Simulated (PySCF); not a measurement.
**`C[C@@H]1[C@H](O)C[Si@]1(C)F`, C5H11FOSi**

Geometry:
```
atom   x (Å)   y (Å)   z (Å)
  C1  -1.765   0.191   1.263
  C2  -0.638   0.660   0.351
  C3  -0.800   0.182  -1.118
  O4  -2.112  -0.212  -1.417
  C5   0.251  -0.956  -1.148
 Si6   0.990  -0.338   0.493
  C7   2.682   0.500   0.544
  F8   0.988  -1.460   1.670
  H9  -1.585   0.527   2.282
 H10  -1.834  -0.893   1.263
 H11  -2.716   0.592   0.919
 H12  -0.580   1.748   0.406
 H13  -0.487   0.987  -1.801
 H14  -2.118  -0.612  -2.293
 H15   0.853  -0.978  -2.053
 H16  -0.241  -1.923  -1.048
 H17   2.839   0.995   1.497
 H18   3.469  -0.238   0.425
 H19   2.793   1.239  -0.242
```

Theory: TDDFT PBE0/def2-SVPD circular dichroism and optical rotation, one conformer, gas phase in PySCF. Geometry: GFN2-xTB.

The molecule is flexible and this is one conformer; a measurement averages over conformers. States above about 7.5 eV (minus the energy of the highest occupied orbital) lie near or above the ionisation threshold and depend on the basis.

Task: What are the CIP labels of the stereocentres?

Result: C2 R, C3 R, Si6 S.

Task: Which excitations and rotatory strengths does the calculation give?

Result: Rotatory strengths R in 10⁻⁴⁰ esu² cm², velocity form and length form (origin at the centre of mass); f in length form.
```tsv
state	E (eV)	λ (nm)	f	R (velocity)	R (length)	main
1	6.55	189	0.012	-9.3	-9.9	HOMO→LUMO 0.81
2	6.75	184	0.004	-19.3	-18.4	HOMO−1→LUMO 0.77
3	7.13	174	0.011	+15.0	+14.8	HOMO→LUMO+2 0.84, HOMO−1→LUMO 0.08
4	7.21	172	0.021	-9.4	-9.7	HOMO−1→LUMO+2 0.44, HOMO→LUMO+1 0.40
5	7.33	169	0.050	+8.5	+9.1	HOMO−1→LUMO+2 0.44, HOMO→LUMO+1 0.41
6	7.43	167	0.004	-2.4	-2.7	HOMO−1→LUMO+1 0.84
7	7.57	164	0.006	+2.6	+3.4	HOMO→LUMO+3 0.92
8	7.74	160	0.015	-8.2	-7.8	HOMO−2→LUMO 0.77, HOMO−1→LUMO+3 0.10
9	7.78	159	0.059	+32.0	+31.8	HOMO−1→LUMO+3 0.84, HOMO−2→LUMO 0.08
10	7.84	158	0.008	-16.4	-17.1	HOMO→LUMO+4 0.83
11	8.06	154	0.019	-41.7	-39.4	HOMO−1→LUMO+4 0.83
12	8.18	152	0.010	+13.8	+14.2	HOMO−3→LUMO 0.58, HOMO−2→LUMO+2 0.14
13	8.23	151	0.034	+31.7	+31.9	HOMO→LUMO+5 0.67, HOMO−2→LUMO+2 0.12
14	8.26	150	0.009	-20.2	-19.6	HOMO−2→LUMO+2 0.57, HOMO−3→LUMO 0.13
15	8.39	148	0.001	-0.7	-0.1	HOMO−1→LUMO+5 0.59, HOMO−2→LUMO+1 0.23
16	8.45	147	0.007	+1.6	+1.8	HOMO−2→LUMO+1 0.48, HOMO−1→LUMO+5 0.26
```

Among the states computed, the strongest CD band (largest |R|) is state 11. The largest dissymmetry factor in size, g = 4R/(D+G), with D and G the electric and magnetic dipole strengths, is -0.045 for state 2 (velocity form, f = 0.004), among bands with |R| over 0.5. The mirror image has the same energies and oscillator strengths and all R with the opposite sign.
